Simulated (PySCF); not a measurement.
Isomers of C6H12F2, from PySCF 2.14.0, PBE0-D3(BJ)/def2-SVP geometry optimisation, gas phase. One conformer each, no zero-point energy, no frequencies.

Problem. Which is lower in electronic energy at this level?
A. (CH3)3CCF2CH3 (`CC(C)(C)C(C)(F)F`): A = 2458, B = 1762, C = 1754 MHz, dipole 2.04 D
B. `[CH3:1][CH2:2][C@@H:3]([CH3:4])[CH2:5][CH:6]([F:7])[F:8]` with C1–C2–C3–C4 60°, C2–C3–C5–C6 170°, C3–C5–C6–F7 -59°: A = 4099, B = 892.5, C = 871.7 MHz, dipole 2.19 D

Solution. A. That is (CH3)3CCF2CH3, `CC(C)(C)C(C)(F)F`, 8.0 kcal/mol below the other.

| SMILES | mapped SMILES | E (Eh) | relative (kcal/mol) | relative (kJ/mol) | dipole (D) |
| --- | --- | --- | --- | --- | --- |
| CC(C)(C)C(C)(F)F | [CH3:1][C:2]([CH3:3])([CH3:4])[C:5]([CH3:6])([F:7])[F:8] | -434.78934 | 0.0 | 0.0 | 2.04 |
| CC[C@@H](C)CC(F)F | [CH3:1][CH2:2][C@@H:3]([CH3:4])[CH2:5][CH:6]([F:7])[F:8] | -434.77656 | 8.0 | 33.6 | 2.19 |

As drawn, the lower has a quaternary carbon, which the higher lacks.
